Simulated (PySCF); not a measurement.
Predicted microwave data (PBE0/pcSseg-1 in PySCF (dipole) on a GFN2-xTB geometry, gas phase) for one isomer of C5H4F3PS:

* Rotational constants: A = 2043, B = 648.9, C = 540.3 MHz
* Dipole components: |μa| = 2.52 D, |μb| = 0.77 D, |μc| = 0.06 D
* Inertial defect: -90.77 u·Å²
* κ: -0.86

Question: Which structure is it? (One computed conformer of each.)
A. `FC(F)(F)C1=C[P@@H](=S)C=C1`
B. `FC(F)(F)c1cpc(s1)C`

Answer: B. It is Cc1pcc(C(F)(F)F)s1, an asymmetric top, point group C1. The candidates at the same level (rigid rotor, commonest isotopes):

```json
{"SMILES": "FC(F)(F)C1=C[P@@H](=S)C=C1", "A (MHz)": "2348", "B (MHz)": "506.9", "C (MHz)": "473.3", "μa (D)": "0.95", "μb (D)": "2.21", "μc (D)": "1.88", "Δ (u·Å²)": "-144.52", "point group": "C1", "rotor": "near-prolate asymmetric top"}
{"SMILES": "Cc1pcc(C(F)(F)F)s1", "A (MHz)": "2043", "B (MHz)": "648.9", "C (MHz)": "540.3", "μa (D)": "2.52", "μb (D)": "0.77", "μc (D)": "0.06", "Δ (u·Å²)": "-90.77", "point group": "C1", "rotor": "asymmetric top"}
```

`FC(F)(F)C1=C[P@@H](=S)C=C1` has B 22 % too low. No structure here is proved a minimum.

Shape of the structure used: `[CH3:1][c:2]1[p:3][cH:4][c:5]([C:6]([F:7])([F:8])[F:9])[s:10]1`: C4–C5–C6–F7 -161°.
